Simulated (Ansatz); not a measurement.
Cost and result for the atomization energy of C₂H₂FI, SMILES `C=C(F)I` (6 atoms, 5 bonds).

Charge 0, multiplicity 1. Correlated methods include outer-core shells of I, which these sets cover unevenly. I: def2 effective core potential. The geometry is a stationary point of PBE0-D4/def2-TZVP. Program: Ansatz. All runs use 2 threads of a server CPU on a shared host. Times are those of one run each, without the atoms' runs, and a repeat can differ threefold. Electronic energies, without spin–orbit coupling; frozen cores. CCSD(T)/CBS adds CCSD(T) − MP2 in def2-TZVPP to the MP2 limit, and its time is that of the two runs behind it. T1 = 0.011. With those shells the extrapolation isn't a true limit. B3LYP takes the VWN-RPA correlation (the form of Gaussian; ORCA's B3LYP/G).

CCSD(T)/CBS is a level of theory with its own doubt, some kJ/mol a heavy atom from the limit and from the frozen cores, so smaller differences don't rank the functionals.

| level | functions | wall time |
| --- | --- | --- |
| LDA (SPW92)/def2-TZVPP | 171 | 1 s |
| BLYP-D4/def2-TZVPP | 171 | 1.4 s |
| PBE-D4/def2-TZVPP (with forces) | 171 | 1.7 s |
| PBE0-D4/def2-TZVPP | 171 | 2.1 s |
| B3LYP-D4/def2-TZVPP (with forces) | 171 | 2.5 s |
| r2SCAN-D4/def2-TZVPP (with forces) | 171 | 3 s |
| CCSD(T)/def2-SVP | 78 | 3.4 s |
| B97M-V/def2-TZVPP | 171 | 4.7 s |
| ωB97X-V/def2-TZVPP | 171 | 4.7 s |
| ωB97M-V/def2-TZVPP (with forces) | 171 | 6.5 s |
| MP2/def2-QZVPP | 313 | 12 s |
| CCSD(T)/def2-TZVPP | 171 | 46 s |
| CCSD(T)/CBS(def2) | – | 57 s |

What atomization energy does each give, and how far from CCSD(T)/CBS? (An estimate is asked.)

The calculation gave: 
```tsv
level	atomization (kcal/mol)	difference from CCSD(T)/CBS	per bond
LDA (SPW92)/def2-TZVPP	626.4	99.5	19.9
BLYP-D4/def2-TZVPP	530.8	3.9	0.8
PBE-D4/def2-TZVPP (with forces)	550.9	24.0	4.8
PBE0-D4/def2-TZVPP	532.2	5.3	1.1
B3LYP-D4/def2-TZVPP (with forces)	525.2	-1.7	-0.3
r2SCAN-D4/def2-TZVPP (with forces)	530.1	3.2	0.6
CCSD(T)/def2-SVP	495.7	-31.2	-6.2
B97M-V/def2-TZVPP	526.5	-0.4	-0.1
ωB97X-V/def2-TZVPP	525.0	-1.9	-0.4
ωB97M-V/def2-TZVPP (with forces)	525.6	-1.3	-0.3
MP2/def2-QZVPP	538.4	11.5	2.3
CCSD(T)/def2-TZVPP	510.9	-16.0	-3.2
CCSD(T)/CBS(def2)	526.9	0.0	0.0
```

The D4 term adds +4.8 kcal/mol with B3LYP and +2.4 kcal/mol with PBE0; it sums over pairs of atoms, weighted by their polarisabilities, and B3LYP, whose exchange is more repulsive, gets the larger term. At CCSD(T), def2-SVP lies −31.2 kcal/mol from the extrapolated value and def2-TZVPP −16.0 kcal/mol: correlation converges slowly with the basis, and small sets miss more of it in the bonded molecule than in its fragments. From r2SCAN to r2SCAN0 (25 % exact exchange), in def2-TZVPP and without D4, the atomization energy moves by −14.8 kcal/mol: exact exchange takes away binding that semilocal exchange gives to molecules.

Spin–orbit coupling would lower the free I atoms strongly, and the atomization energy with them, by more than many differences here.
